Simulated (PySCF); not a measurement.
One molecule, one basis, several functionals.

Compound: C2H2F2Se.
SMILES: `FC(F)C=[Se]`

Torsions of this conformer, `[F:1][CH:2]([F:3])[CH:4]=[Se:5]`: F1–C2–C4–Se5 124°.

PySCF, def2-SVPD basis, density fitting, gas phase, PBE0-D3(BJ)/def2-SVP geometry; singlet excitations by full TDDFT with frozen cores, triplets by Tamm–Dancoff TDDFT and ionisation energies by ΔSCF, from the lowest of the holes tried. One functional is left out:

| functional | exact exchange (%) | HOMO energy (eV) | LUMO energy (eV) | lowest singlet excitation (eV) | lowest triplet excitation (eV) | dipole moment (D) | mean polarisability (au) | vertical ionisation energy (eV) |
| --- | --- | --- | --- | --- | --- | --- | --- | --- |
| LDA | 0 | -5.98 | -4.49 | 1.77 | 1.31 | 0.732 | 56.9 | 9.49 |
| PBE | 0 | -5.84 | -4.26 | 1.82 | 1.31 | 0.669 | 57.1 | 9.23 |
| B3LYP | 20 | -6.81 | -3.60 | 1.90 | 1.39 | 0.808 | 55.3 | 9.41 |
| BHandHLYP | 50 | -8.10 | -2.40 | 2.03 | 1.50 | 0.861 | 53.6 | 9.32 |

Task: Predict the row of PBE0 (25 % exact exchange) by straight lines through the other rows, and check it.

Result: 
```
                       property   line  computed  computed − line  B3LYP (20 %), for comparison
               HOMO energy (eV)  -7.01     -7.05            -0.04                         -6.81
               LUMO energy (eV)  -3.39     -3.41            -0.02                         -3.60
 lowest singlet excitation (eV)   1.92      1.92             0.00                          1.90
 lowest triplet excitation (eV)   1.41      1.38            -0.03                          1.39
              dipole moment (D)  0.792     0.767           -0.025                         0.808
       mean polarisability (au)   55.2      54.7             -0.5                          55.3
vertical ionisation energy (eV)   9.36      9.35            -0.01                          9.41
```

Task: Which of these properties follows the share of exact exchange most closely, and which least?

Result: Most closely the lowest triplet excitation, least the vertical ionisation energy; the correlations over the tabulated rows are lowest triplet excitation 1.000, HOMO energy -0.998, LUMO energy 0.995, mean polarisability -0.993, lowest singlet excitation 0.982, dipole moment 0.917, vertical ionisation energy -0.148. The lowest triplet excitation moves by +0.038 eV for every 10 %. Functionals with the same share still differ in their other parts: at 0 % LDA and PBE differ by 0.00 eV in it.
